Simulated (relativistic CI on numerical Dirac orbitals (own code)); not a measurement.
# Forbidden transitions in In XIV

Method of calculation: Dirac-Coulomb-Breit CI, orbitals from a KLI potential per configuration, model QED (radiative potential, 1s self-energy scaled to tabulated hydrogen-like ionisation energies), unscaled Slater integrals (own radial code, finite nucleus).

Configurations in the expansion (outside the closed core [Ar] 3d10): 4s²4p⁶, 4s²4p⁵4d, 4s4p⁶4d, 4s²4p⁵4f, 4s4p⁶4f, 4s²4p⁵5s, 4s²4p⁵5p, 4s4p⁶5s, 4s²4p⁵5d, 4s4p⁶5p, 4s²4p⁵5f, 4s²4p⁵6s, 4p⁶4d4f, 4s²4p⁵6p, 4s²4p⁵5g, 4s4p⁶5d, 4s²4p⁵6d, 4s²4p⁵6f, 4s²4p⁵7s, 4s4p⁶5f, 4s²4p⁵7p, 4p⁶4d², 4p⁵4d³, 4p⁵4d²4f, 4p⁵4d²5s, 4p⁵4d²5p, 4p⁶4f², 4p⁵4d4f², 4p⁵4f³, 4p⁵4f²5s, 4p⁵4f²5p, 4p⁶4d5s, 4p⁵4d4f5s, 4p⁵4d5s², 4p⁵4d5s5p. Double excitations out of closed p, d and f shells are left out; levels of such configurations are missing from the list, as are those of other unlisted configurations, and high levels can miss mixing partners. These lack a partner that the ground configuration has and come out too high: 4s²4p⁵5d, 4s²4p⁵5f, 4s²4p⁵6s, 4s²4p⁵6p, 4s²4p⁵5g.

```csv
λ vac (nm),Lower,Upper,Type,A (s⁻¹),log gf
5.0493,4s²4p⁵4d ³F°4 [5],4p⁵4d³ ³H°6 [184],E2,2.70e+05,-5.87
9.5597,4s4p⁶4d ³D1 [14],4p⁶4d² ³P1 [117],E2,1.23e+07,-4.29
9.6477,4s4p⁶4d ³D2 [15],4p⁶4d² ³P0 [115],E2,2.58e+07,-4.44
9.6586,4s4p⁶4d ¹D2 [17],4p⁶4d² ¹S0 [128],E2,2.72e+07,-4.42
9.6880,4s4p⁶4d ³D3 [16],4p⁶4d² ³P1 [117],E2,1.19e+07,-4.30
9.8094,4s4p⁶4d ³D2 [15],4p⁶4d² ³F3 [113],E2,1.19e+07,-3.92
9.8121,4s4p⁶4d ³D3 [16],4p⁶4d² ³F4 [114],E2,1.93e+07,-3.60
9.8947,4s4p⁶4d ³D3 [16],4p⁶4d² ³F3 [113],E2,6.90e+06,-4.15
9.9021,4s4p⁶5s ³S1 [59],4p⁶4d5s ³D3 [263],E2,1.16e+07,-3.92
10.024,4s4p⁶5s ³S1 [59],4p⁶4d5s ³D1 [261],E2,1.08e+07,-4.31
10.144,4s4p⁶4f ³F°4 [55],4p⁶4d4f ³H°6 [249],E2,4.72e+06,-4.02
10.172,4s4p⁶4d ¹D2 [17],4p⁶4d² ¹G4 [122],E2,2.02e+07,-3.55
10.215,4s4p⁶4f ³F°4 [55],4p⁶4d4f ³H°6 [244],E2,5.77e+06,-3.93
15.055,4s²4p⁵4d ³P°0 [2],4s²4p⁵5s ³P°2 [20],E2,3.52e+05,-5.22
15.248,4s²4p⁵4d ³P°1 [3],4s²4p⁵5s ³P°2 [20],E2,9.32e+05,-4.79
15.636,4s²4p⁵4d ³F°2 [10],4s²4p⁵5s ³P°0 [29],E2,3.34e+06,-4.91
15.646,4s²4p⁵4d ³P°2 [4],4s²4p⁵5s ³P°2 [20],E2,1.23e+06,-4.65
15.667,4s²4p⁵4d ³F°4 [5],4s²4p⁵5s ³P°2 [20],E2,2.68e+06,-4.31
15.688,4s²4p⁵4d ³F°3 [6],4s²4p⁵5s ³P°2 [20],E2,1.07e+06,-4.71
16.564,4s²4p⁵4d ³D°3 [8],4s²4p⁵5s ³P°2 [20],E2,6.88e+05,-4.85
```

Terms are leading LS components. Brackets give the number of a level in order of energy, since labels repeat. The list gives strong lines, with weight on those to low levels, among the lowest 283 of 2897 levels, so that lines to higher ones, which can be the strongest, are missing. Levels whose partners in the same complex of configurations lie outside the list can be far off, and so can their lines. Rates are taken at the computed energies, electric ones in the length gauge.

At this charge energies of transitions that change n are usually good to better than 1 %, and those within a shell (Δn = 0) to a few per cent.

LS names give the leading component of a level, which can be under half, so a name can repeat, a term be missing and a line seem to break the LS rules.
